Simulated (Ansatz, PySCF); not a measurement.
H$_{3}$BiTe (SMILES [TeH][BiH2]), singlet, geometry from GFN2-xTB (such geometries of metal compounds can be far from the true shape) (core potentials on Bi, Te), with bond 2-1 at 1.8 times its length. Base run: CASSCF(4,4)/def2-SVP run with PySCF.

Here is a job for PySCF.
```python
from pyscf import gto, scf, mcscf
import numpy

mol = gto.M(
    atom='''
Bi   -0.608123   -0.654675    0.601133
H     0.988676   -3.197019   -0.529506
H    -1.748352   -0.859428   -0.754183
Te    0.977016    1.059859   -0.949942
H     1.138749    2.151830    0.284145
''',
    basis='def2-svp',
    ecp={'Bi': 'def2-svp', 'Te': 'def2-svp'},
    charge=0,
    spin=0,
    verbose=4,
)

mf = scf.RHF(mol)
mf.kernel()
mc = mcscf.CASSCF(mf, 4, 4)
mc.fix_spin_(ss=0.0)
mc.kernel()
occ = numpy.linalg.eigvalsh(mc.fcisolver.make_rdm1(mc.ci, mc.ncas, mc.nelecas))[::-1]
ss = mc.fcisolver.spin_square(mc.ci, mc.ncas, mc.nelecas)[0]
print('natural occupations', occ.round(4), ' <S^2>', round(ss, 4))
```

Programs used: Ansatz (a first-principles code), PySCF; a row that names a program was run with it.

Each row names what was changed in the base input (with any setting that the change needs).

```csv
change,ΔE vs base (mEh),natural occupations,<S^2> of the state
base,0.000,1.99 1.52 0.48 0.01,0.00
"active space = 6 electrons, 7 orbitals",-25.448,1.97 1.96 1.53 0.48 0.04 0.01 0.01,0.00
start = MP2 natural orbitals,-5.318,1.95 1.53 0.47 0.05,0.00
orbitals = fixed (CASCI); correction = SC-NEVPT2,-241.4,2.00 1.64 0.36 0.00,0.00
fix_spin_ = off,0.000,1.99 1.52 0.48 0.01,0.00
state_average = 2 states,8.188,-,-
conv_tol = 1e-5,0.000,1.99 1.52 0.48 0.01,0.00
code = ansatz,-12.186,-,-
orbitals = fixed (CASCI),28.360,2.00 1.64 0.36 0.00,0.00
"active space = 6 electrons, 6 orbitals",-16.053,1.99 1.96 1.53 0.48 0.04 0.01,0.00
solver = newton,-5.318,1.95 1.53 0.47 0.05,0.00
```

Active orbitals are taken around the Fermi level unless the row says otherwise; CASSCF can end in different local minima, and two programs can end on different orbitals. State-averaged rows give the lowest state.
